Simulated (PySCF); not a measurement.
Simulation results for CH4AlBCl, CH3Al, CH4Al2N

All values are calculated (PySCF 2.14.0). Calculation on a computer-drawn molecule: the log of a Hartree-Fock and frozen-core CCSD(T) single point meant for a local Hartree-Fock minimum, with one planted fault or none, to be diagnosed. Offsets are logged minus clean, where the clean run is the same molecule without the fault. The reference is restricted for singlets and unrestricted otherwise, and also for a bond in bohr or an excited solution. Adding or removing an electron swaps singlet and doublet. The excited solution moves the top pair (singlet) or top alpha electron (doublet) to the lowest empty orbital. Highest occupied and lowest empty are orbital energies over both spins, largest force is the largest gradient component, triples share is (T) over the correlation energy, the T1 limit is 0.02 restricted and 0.045 unrestricted, electrons count all cores, a negative frequency is imaginary (commonest isotopes), and the dipole is about the centre of nuclear charge.

Common to all runs: meant multiplicity 1; meant basis cc-pV(D+d)Z; logged SCF converged yes; logged CC converged yes; logged SCF stable within its kind yes; possible faults no fault, one electron removed, one electron added, multiplicity raised by two, geometry at a saddle point, SCF held on an excited solution, minimal basis STO-3G, one bond length entered in bohr, all coordinates scaled.

```yaml
- entry: 1
  formula: CH4AlBCl
  logged_structure:
    atoms_angstrom:
      - [C, 2.3268, 1.3306, 0.6111]
      - [Al, 0.7929, 0.7398, -0.4053]
      - [B, -0.7918, -0.2456, 0.9025]
      - [Cl, -1.9365, -0.9527, 1.8251]
      - [H, 2.8092, 0.4936, 1.1269]
      - [H, 3.0682, 1.7967, -0.0427]
      - [H, 2.041, 2.0625, 1.374]
      - [H, 0.2598, 0.7101, -1.8672]
  given:
    meant_charge: 1
    logged_electrons: 45
    logged_basis_functions: 94
    logged_spin_squared: 0.7608
    "logged_highest_occupied [eV]": -6.5453
    "logged_lowest_empty [eV]": 1.3697
    "logged_largest_force [hartree/bohr]": 0.069138
    logged_T1_diagnostic: 0.018766
    logged_D1_diagnostic: 0.08555
    logged_triples_share: 0.029113
    "logged_dipole_magnitude [debye]": 1.3238
    "logged_energy_HF [hartree]": -766.26566
    "logged_energy_CCSD(T) [hartree]": -766.74227
    drawn_bonds_atom: [1, 2, 3, 1, 1, 1, 2]
    drawn_bonds_other_atom: [2, 3, 4, 5, 6, 7, 8]
    drawn_bonds_order: [1, 1, 1, 1, 1, 1, 1]
  results:
    planted_fault: "one electron added"
    "HF_energy_offset_from_clean_run [kcal/mol]": -130.9
    "CCSD(T)_energy_offset_from_clean_run [kcal/mol]": -136.4
- entry: 2
  formula: CH3Al
  logged_structure:
    atoms_angstrom:
      - [C, -1.5392, -1.1305, 2.1835]
      - [Al, -2.4005, -2.8741, 2.6646]
      - [H, -2.0818, -0.2744, 2.6104]
      - [H, -0.5041, -1.0701, 2.5503]
      - [H, -1.5037, -0.9781, 1.0949]
  given:
    meant_charge: 0
    logged_electrons: 21
    logged_basis_functions: 52
    logged_spin_squared: 0.7818
    "logged_highest_occupied [eV]": -15.969
    "logged_lowest_empty [eV]": -6.0752
    "logged_largest_force [hartree/bohr]": 0.019748
    logged_T1_diagnostic: 0.015916
    logged_D1_diagnostic: 0.0428
    logged_triples_share: 0.027304
    "logged_dipole_magnitude [debye]": 2.5472
    "logged_energy_HF [hartree]": -281.25614
    "logged_energy_CCSD(T) [hartree]": -281.45882
    drawn_bonds_atom: [1, 1, 1, 1]
    drawn_bonds_other_atom: [2, 3, 4, 5]
    drawn_bonds_order: [1, 1, 1, 1]
  results:
    planted_fault: "one electron removed"
    "HF_energy_offset_from_clean_run [kcal/mol]": 156.6
    "CCSD(T)_energy_offset_from_clean_run [kcal/mol]": 177.8
- entry: 3
  formula: CH4Al2N
  logged_structure:
    atoms_angstrom:
      - [C, -0.3496, -0.3034, 1.4622]
      - [Al, -0.5464, 0.907, -0.0237]
      - ["N", -0.717, 1.9555, -1.3109]
      - [Al, -0.8866, 2.9978, -2.5905]
      - [H, 0.2703, 0.1513, 2.2383]
      - [H, 0.1243, -1.2306, 1.132]
      - [H, -1.3277, -0.5401, 1.887]
      - [H, -1.0442, 3.9666, -3.7798]
  given:
    meant_charge: 1
    logged_electrons: 42
    logged_basis_functions: 94
    logged_spin_squared: 0.0
    "logged_highest_occupied [eV]": -14.971
    "logged_lowest_empty [eV]": -2.7857
    "logged_largest_force [hartree/bohr]": 1.5902e-05
    "logged_lowest_frequency [cm^-1]": 82.837
    logged_T1_diagnostic: 0.016933
    logged_D1_diagnostic: 0.040206
    logged_triples_share: 0.033132
    "logged_dipole_magnitude [debye]": 1.7852
    "logged_energy_HF [hartree]": -578.28558
    "logged_energy_CCSD(T) [hartree]": -578.7402
    drawn_bonds_atom: [1, 2, 3, 1, 1, 1, 4]
    drawn_bonds_other_atom: [2, 3, 4, 5, 6, 7, 8]
    drawn_bonds_order: [1, 2, 1, 1, 1, 1, 1]
  results: {}
```

**Q.** Give the missing planted fault for CH4Al2N (entry 3).
**A.** no fault

Further results for CH4Al2N (entry 3):

```
HF energy offset from clean run      : 0 kcal/mol
CCSD(T) energy offset from clean run : 0 kcal/mol
```
